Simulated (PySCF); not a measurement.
## Vertical excitation energies

Species: BH7N2Si.
InChI=1S/BH7N2Si/c2-1-3-4/h1,3H,2H2,4H3

Computed with TDDFT wB97X-D/def2-SVPD, vertical, gas phase, core orbitals frozen in the response (PySCF 2.14.0, density-fitted response routines). One conformer (not necessarily the lowest) at the PBE0-D3(BJ)/def2-SVP geometry, without solvent, vibrations or thermal averaging. Torsions of this conformer, `[NH2:1][BH:2][NH:3][SiH3:4]`: N1–B2–N3–Si4 -177°, H–N1–B2–N3 -179°, H–N1–B2–N3 0°.

Task: Predict the UV-vis stick spectrum at this level.

Result: 

| state | E (eV) | E (kJ/mol) | λ (nm) | f | \|μ\| (D) | main configurations (H = HOMO, L = LUMO) |
| --- | --- | --- | --- | --- | --- | --- |
| S1 | 6.58 | 635 | 188.4 | 0.0018 | 0.27 | H→L (88%) |
| S2 | 7.23 | 698 | 171.4 | 0.032 | 1.08 | H→L+1 (48%), H→L+2 (29%), H-1→L (16%) |
| S3 | 7.53 | 727 | 164.6 | 0.156 | 2.34 | H→L+3 (90%) |
| S4 | 7.86 | 759 | 157.7 | 0.0048 | 0.40 | H→L+4 (34%), H→L+1 (23%), H→L+2 (20%) |
| S5 | 8.01 | 773 | 154.8 | 0.032 | 1.03 | H→L+4 (46%), H→L+2 (29%), H→L+1 (10%) |
| S6 | 8.16 | 787 | 152.0 | 0.044 | 1.20 | H→L+5 (57%), H→L+6 (18%) |
| S7 | 8.41 | 811 | 147.4 | 0.223 | 2.64 | H→L+6 (63%), H→L+5 (21%) |
| S8 | 8.77 | 847 | 141.3 | 0.0064 | 0.44 | H-1→L (66%) |
| S9 | 8.81 | 850 | 140.7 | 0.027 | 0.90 | H-2→L (37%), H-2→L+2 (22%), H-3→L (9%) |
| S10 | 8.87 | 856 | 139.7 | 0.057 | 1.30 | H→L+7 (19%), H-1→L+1 (15%), H-1→L+4 (15%) |

Triplets (Tamm–Dancoff): T1 6.42 eV, H→L (82%); T2 6.59 eV, H→L+3 (68%), H→L+6 (18%); T3 7.01 eV, H→L+1 (39%), H→L+2 (28%), H-1→L (18%); T4 7.70 eV, H→L+2 (22%), H→L+1 (19%), H→L+5 (17%).

The lowest singlet lies at 6.58 eV (188 nm, vacuum ultraviolet) and is very weak; its leading configuration is HOMO→LUMO (88%). The strongest level in the table is S7 at 8.41 eV (147 nm, f = 0.223). Löwdin shares by element: HOMO nitrogen 69%, silicon 8%, boron 7% (atoms not listed hold the other 16%); LUMO boron 48%, hydrogen 14% or more, silicon 13% (atoms not listed hold the other 24%). The listed states span 2.29 eV, and the widest gap between neighbours is 0.65 eV (S1 to S2). Weighted by f, the mean energy of these states is 8.13 eV. Of the 10 states listed, 7 reach f = 0.01 and none stays under 0.0005. The vertical ionisation energy (ΔSCF) is 9.36 eV, 0.48 eV above S10. The window holds the lowest 10 singlets.
